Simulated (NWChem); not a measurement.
The numbers come from NWChem runs, not from measurements. System: GeI$_{2}$, charge 0, spin multiplicity 1, at a geometry optimised with PBE/def2-SVP with def2 effective core potentials on I. The structure started from a generated list of species. Level: LDA (SVWN5)/def2-TZVP with def2 effective core potentials on I.

Input file:

```
start mol
memory heap 200 mb stack 900 mb global 1100 mb
geometry units angstroms nocenter noautoz
  Ge     0.000000     0.000000    -1.229151
  I     -2.032331     0.000000     0.371065
  I      2.032331     0.000000     0.371065
  symmetry group C2v
end
basis spherical
  * library def2-tzvp
end
ecp
  I library def2-ecp
end
dft
  xc slater vwn_5
  semidirect memsize 60000000 filesize 0
  iterations 100
end
task dft energy
```

NWChem printed:

```
             Northwest Computational Chemistry Package (NWChem) 7.3.0
             --------------------------------------------------------

                                NWChem Input Module
                                -------------------

 Scaling coordinates for geometry "geometry" by  1.889725989
 (inverse scale =  0.529177249)

 Turning off AUTOSYM since
 SYMMETRY directive was detected!

                             Geometry "geometry" -> ""
                             -------------------------

 Output coordinates in angstroms (scale by  1.889725989 to convert to a.u.)

  No.       Tag          Charge          X              Y              Z
 ---- ---------------- ---------- -------------- -------------- --------------
    1 Ge                  32.0000     0.00000000     0.00000000    -1.22915100
    2 I                   53.0000    -2.03233100     0.00000000     0.37106500
    3 I                   53.0000     2.03233100     0.00000000     0.37106500

 Effective nuclear repulsion energy (a.u.)    1059.6231490896

            Nuclear Dipole moment (a.u.)
            ----------------------------
        X                 Y               Z
 ---------------- ---------------- ----------------
     0.0000000000     0.0000000000     0.0001096041

      Symmetry information
      --------------------

 Group name             C2v
 Group number             16
 Group order               4
 No. of unique centers     2

      Symmetry unique atoms

     1    2


 Summary of "ao basis" -> "" (spherical)
 ------------------------------------------------------------------------------
       Tag                 Description            Shells   Functions and Types
 ---------------- ------------------------------  ------  ---------------------
 *                         def2-tzvp                  on all atoms

                                 NWChem DFT Module
                                 -----------------

 Summary of "ao basis" -> "ao basis" (spherical)
 ------------------------------------------------------------------------------
       Tag                 Description            Shells   Functions and Types
 ---------------- ------------------------------  ------  ---------------------
 Ge                        def2-tzvp                16       48   6s5p4d1f
 I                         def2-tzvp                16       50   6s5p3d2f

 Summary of "ao basis" -> "ao basis" (spherical)
 ------------------------------------------------------------------------------
       Tag                 Description            Shells   Functions and Types
 ---------------- ------------------------------  ------  ---------------------
 Ge                        def2-tzvp                16       48   6s5p4d1f
 I                         def2-tzvp                16       50   6s5p3d2f

      Symmetry analysis of basis
      --------------------------

        a1         54
        a2         22
        b1         44
        b2         28

            General Information
            -------------------
          SCF calculation type: DFT
          Wavefunction type:  closed shell.
          No. of atoms     :     3
          No. of electrons :    82
           Alpha electrons :    41
            Beta electrons :    41
          Charge           :     0
          Spin multiplicity:     1
          Use of symmetry is: on ; symmetry adaption is: on
          Maximum number of iterations: 100
          AO basis - number of functions:   148
                     number of shells:    48
          Convergence on energy requested:  1.00D-06
          Convergence on density requested:  1.00D-05
          Convergence on gradient requested:  5.00D-04

              XC Information
              --------------
                        Slater Exchange Functional  1.000 local
                      VWN V Correlation Functional  1.000 local

             Grid Information
             ----------------
          Grid used for XC integration:  medium
          Radial quadrature: Mura-Knowles
          Angular quadrature: Lebedev.
          Tag              B.-S. Rad. Rad. Pts. Rad. Cut. Ang. Pts.
          ---              ---------- --------- --------- ---------
          Ge                  1.25      112          10.0       590
          I                   1.40      123          12.0       590
          Grid pruning is: on
          Number of quadrature shells:   235
          Spatial weights used:  Erf1

          Convergence Information
          -----------------------
          Convergence aids based upon iterative change in
          total energy or number of iterations.
          Levelshifting, if invoked, occurs when the
          HOMO/LUMO gap drops below (HL_TOL):  1.00D-02
          DIIS, if invoked, will attempt to extrapolate
          using up to (NFOCK): 10 stored Fock matrices.

                    Damping( 0%)  Levelshifting(0.5)       DIIS
                  --------------- ------------------- ---------------
          dE  on:    start            ASAP                start
          dE off:    2 iters        100 iters           100 iters

      Screening Tolerance Information
      -------------------------------
          Density screening/tol_rho:  1.00D-10
          AO Gaussian exp screening on grid/accAOfunc:  14
          CD Gaussian exp screening on grid/accCDfunc:  20
          XC Gaussian exp screening on grid/accXCfunc:  20
          Schwarz screening/accCoul:  1.00D-08

      Superposition of Atomic Density Guess
      -------------------------------------

 Sum of atomic energies:       -2769.62972550

      Non-variational initial energy
      ------------------------------

 Total energy =   -2668.800050
 1-e energy   =   -4746.850327
 2-e energy   =    1669.360848
 HOMO         =      -0.261121
 LUMO         =      -0.059164

      Symmetry analysis of molecular orbitals - initial
      -------------------------------------------------

  Numbering of irreducible representations:

     1 a1          2 a2          3 b1          4 b2

  Orbital symmetries:

     1 a1          2 a1          3 b1          4 a1          5 b2
     6 a1          7 b1          8 a1          9 a1         10 b1
    11 a1         12 b2         13 b1         14 a2         15 b1
    16 a1         17 b2         18 a1         19 b1         20 a1
    21 b2         22 a2         23 b1         24 a1         25 b2
    26 a2         27 b1         28 b1         29 a1         30 a2
    31 a1         32 b2         33 a1         34 b1         35 a1
    36 b1         37 a1         38 b2         39 a2         40 b1
    41 a1         42 b2         43 a1         44 b1         45 b1
    46 a1         47 a1         48 b2         49 b1         50 a2
    51 b2

------------------------------------------------------------
EAF file 0: "./mol.aoints.0" size=524288 bytes
------------------------------------------------------------
               write      read    awrite     aread      wait
               -----      ----    ------     -----      ----
     calls:        1         0         0         0         0
   data(b): 5.24e+05  0.00e+00  0.00e+00  0.00e+00
   time(s): 0.00e+00  0.00e+00  0.00e+00  0.00e+00  0.00e+00
rate(mb/s): 0.00e+00  0.00e+00
------------------------------------------------------------

   convergence    iter        energy       DeltaE   RMS-Dens  Diis-err    time
 ---------------- ----- ----------------- --------- --------- ---------  ------
 d= 0,ls=0.0,diis     1  -2668.4407338013 -3.08D+03  1.61D-02  1.55D+00     4.1
 d= 0,ls=0.0,diis     2  -2667.7076865249  7.33D-01  1.57D-02  4.73D+00     4.2
 d= 0,ls=0.0,diis     3  -2668.4446808313 -7.37D-01  4.90D-03  8.18D-01     4.3
 d= 0,ls=0.0,diis     4  -2668.5548005315 -1.10D-01  9.77D-04  5.03D-02     4.5
 d= 0,ls=0.0,diis     5  -2668.5552435784 -4.43D-04  5.28D-04  9.11D-03     4.6
  Resetting Diis
 d= 0,ls=0.0,diis     6  -2668.5568134698 -1.57D-03  1.17D-04  4.11D-04     4.8
 d= 0,ls=0.0,diis     7  -2668.5568834608 -7.00D-05  6.28D-05  8.18D-06     4.9
 d= 0,ls=0.0,diis     8  -2668.5568744882  8.97D-06  4.65D-05  6.33D-05     5.0
 d= 0,ls=0.0,diis     9  -2668.5568846731 -1.02D-05  2.93D-06  6.42D-07     5.2
 d= 0,ls=0.0,diis    10  -2668.5568847320 -5.90D-08  8.08D-07  3.84D-08     5.3

         Total DFT energy =    -2668.556884732005
      One electron energy =    -4745.186764284093
           Coulomb energy =     1787.348253354297
    Exchange-Corr. energy =     -119.407802821983
 Nuclear repulsion energy =      408.689429019773

 Numeric. integr. density =       82.000000538726

     Total iterative time =      3.9s

                  Occupations of the irreducible representations
                  ----------------------------------------------

                     irrep           alpha         beta
                     --------     --------     --------
                     a1               17.0         17.0
                     a2                5.0          5.0
                     b1               12.0         12.0
                     b2                7.0          7.0

                       DFT Final Molecular Orbital Analysis
                       ------------------------------------

 Vector   39  Occ=2.000000D+00  E=-2.549809D-01  Symmetry=a2
              MO Center= -2.4D-14,  2.8D-15,  3.3D-01, r^2= 6.1D+00
   Bfn.  Coefficient  Atom+Function         Bfn.  Coefficient  Atom+Function
  ----- ------------  ---------------      ----- ------------  ---------------
    65      0.381971  2 I  py               115     -0.381971  3 I  py
    59     -0.330217  2 I  py               109      0.330217  3 I  py
    62      0.268938  2 I  py               112     -0.268938  3 I  py
    68      0.197023  2 I  py               118     -0.197023  3 I  py
    56     -0.041823  2 I  py               106      0.041823  3 I  py

 Vector   40  Occ=2.000000D+00  E=-2.418968D-01  Symmetry=b1
              MO Center= -2.3D-14, -4.2D-15,  3.1D-01, r^2= 6.4D+00
   Bfn.  Coefficient  Atom+Function         Bfn.  Coefficient  Atom+Function
  ----- ------------  ---------------      ----- ------------  ---------------
    64      0.309688  2 I  px               114      0.309688  3 I  px
    58     -0.269109  2 I  px               108     -0.269109  3 I  px
    66      0.236815  2 I  pz               116     -0.236815  3 I  pz
    61      0.222016  2 I  px               111      0.222016  3 I  px
    60     -0.205443  2 I  pz               110      0.205443  3 I  pz

 Vector   41  Occ=2.000000D+00  E=-2.393793D-01  Symmetry=a1
              MO Center= -2.9D-15,  4.9D-15, -8.1D-02, r^2= 6.1D+00
   Bfn.  Coefficient  Atom+Function         Bfn.  Coefficient  Atom+Function
  ----- ------------  ---------------      ----- ------------  ---------------
    66      0.346093  2 I  pz               116      0.346093  3 I  pz
     6      0.311725  1 Ge s                 60     -0.299705  2 I  pz
   110     -0.299705  3 I  pz                 5      0.261761  1 Ge s
    63      0.246648  2 I  pz               113      0.246648  3 I  pz
    18     -0.196853  1 Ge pz                69      0.186750  2 I  pz

 Vector   42  Occ=0.000000D+00  E=-1.564258D-01  Symmetry=b2
              MO Center=  2.5D-14,  2.1D-15, -8.6D-01, r^2= 4.1D+00
   Bfn.  Coefficient  Atom+Function         Bfn.  Coefficient  Atom+Function
  ----- ------------  ---------------      ----- ------------  ---------------
    20      0.575053  1 Ge py                17      0.494520  1 Ge py
    11     -0.215873  1 Ge py                65     -0.198003  2 I  py
   115     -0.198003  3 I  py                59      0.165567  2 I  py
   109      0.165567  3 I  py                68     -0.152995  2 I  py
   118     -0.152995  3 I  py                62     -0.141635  2 I  py

 Vector   43  Occ=0.000000D+00  E=-9.061157D-02  Symmetry=a1
              MO Center=  1.1D-13, -7.6D-15, -5.7D-01, r^2= 6.1D+00
   Bfn.  Coefficient  Atom+Function         Bfn.  Coefficient  Atom+Function
  ----- ------------  ---------------      ----- ------------  ---------------
    21      0.687636  1 Ge pz                18      0.428757  1 Ge pz
     6      0.355925  1 Ge s                 67     -0.316731  2 I  px
   117      0.316731  3 I  px                 5      0.287312  1 Ge s
    54     -0.222144  2 I  s                104     -0.222144  3 I  s
    64     -0.218491  2 I  px               114      0.218491  3 I  px

 Vector   44  Occ=0.000000D+00  E=-7.004562D-02  Symmetry=b1
              MO Center= -7.0D-14, -2.4D-16, -6.6D-01, r^2= 6.0D+00
   Bfn.  Coefficient  Atom+Function         Bfn.  Coefficient  Atom+Function
  ----- ------------  ---------------      ----- ------------  ---------------
    19      0.857722  1 Ge px                16      0.450076  1 Ge px
    69     -0.286687  2 I  pz               119      0.286687  3 I  pz
    54      0.281628  2 I  s                104     -0.281628  3 I  s
    67      0.240914  2 I  px               117      0.240914  3 I  px
    66     -0.205148  2 I  pz               116      0.205148  3 I  pz

 center of mass
 --------------
 x =   0.00000000 y =   0.00000000 z =   0.01911747

 moments of inertia (a.u.)
 ------------------
         523.497331075402           0.000000000000           0.000000000000
           0.000000000000        4267.012020384073           0.000000000000
           0.000000000000           0.000000000000        3743.514689308671

     Multipole analysis of the density
     ---------------------------------

     L   x y z        total         alpha         beta         nuclear
     -   - - -        -----         -----         ----         -------
     0   0 0 0     -0.000000    -41.000000    -41.000000     82.000000

     1   1 0 0     -0.000000     -0.000000     -0.000000      0.000000
     1   0 1 0     -0.000000     -0.000000     -0.000000      0.000000
     1   0 0 1     -0.519665     19.374026     19.374026    -39.267716

     2   2 0 0    -54.066808   -395.778763   -395.778763    737.490719
     2   1 1 0     -0.000000     -0.000000     -0.000000      0.000000
     2   1 0 1     -0.000000     -0.000000     -0.000000      0.000000
     2   0 2 0    -51.910350    -25.955175    -25.955175      0.000000
     2   0 1 1     -0.000000     -0.000000     -0.000000      0.000000
     2   0 0 2    -51.147076   -124.189285   -124.189285    197.231494

 Task  times  cpu:        5.3s     wall:        5.3s

 Total times  cpu:        5.4s     wall:        5.4s
```
